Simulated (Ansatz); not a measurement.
Cost and result up the ladder for the cluster Pd₂Au₄ (6 atoms). Charge 0, multiplicity 1. Geometry: B3LYP-D4/def2-SVP.

```xyz
6

Pd   -1.6597   -0.8906    1.3311
Pd   -0.6995    0.8573   -0.4073
Au    1.0560   -0.9988    0.6282
Au    1.1901   -0.2812   -2.0045
Au   -0.1049    2.0219   -2.7375
Au    0.2180   -0.7085    3.1901
```

Ansatz on 4 threads of Intel Xeon 6975P-C on a shared host. Times are rough, and most runs start from the orbitals of an earlier one. No level here is sound enough to serve as a yardstick. Binding counts from free atoms at the same level (Pd singlet, Au doublet; other spins of the atoms weren't run), without zero-point energy or a counterpoise term.

In the def2 sets Au, Pd take a core potential; there is no spin–orbit coupling. Correlated methods freeze no core orbitals; core or outer-core shells of Pd, Au are correlated, in sets that lack core-valence functions. No other spin state of charge 0 was run. Another isomer (singlet) lies 0.44 eV lower at PBE0-D4/def2-TZVP; other spin states weren't run for this one.

Run but left out: BHLYP-D4/def2-TZVP (restricted singlet, unstable in another Hartree–Fock run and untested here); MP2/def2-TZVP (restricted singlet, unstable towards broken spin symmetry).

Correlated methods converge slowly with the basis.

```csv
level,functions,wall time
PBE-D4/def2-SVP,190,2.1 s
revPBE-D4/def2-TZVP,240,2.6 s
PBE-D4/def2-TZVP (with forces),240,3.3 s
PBE0-D4/def2-SVP,190,4.3 s
PBE0-D4/def2-TZVP,240,6 s
r2SCAN-D4/def2-TZVP,240,6 s
RPA@PBE/def2-TZVP,240,12 s
ωB97X-V/def2-TZVP,240,19 s
```

**Question.** Estimate what each level gives for the binding energy per atom (eV).

**Answer.** 
| level | binding energy per atom (eV) | remarks |
| --- | --- | --- |
| PBE-D4/def2-SVP | 1.81 | restricted SCF unstable in HF |
| revPBE-D4/def2-TZVP | 1.69 | restricted SCF unstable in HF |
| PBE-D4/def2-TZVP (with forces) | 1.85 | restricted SCF unstable in HF |
| PBE0-D4/def2-SVP | 1.52 | restricted SCF unstable in HF |
| PBE0-D4/def2-TZVP | 1.55 | restricted SCF unstable in HF |
| r2SCAN-D4/def2-TZVP | 1.89 | restricted SCF unstable in HF |
| RPA@PBE/def2-TZVP | 1.47 | restricted SCF unstable in HF |
| ωB97X-V/def2-TZVP | 1.37 | restricted SCF unstable in HF |
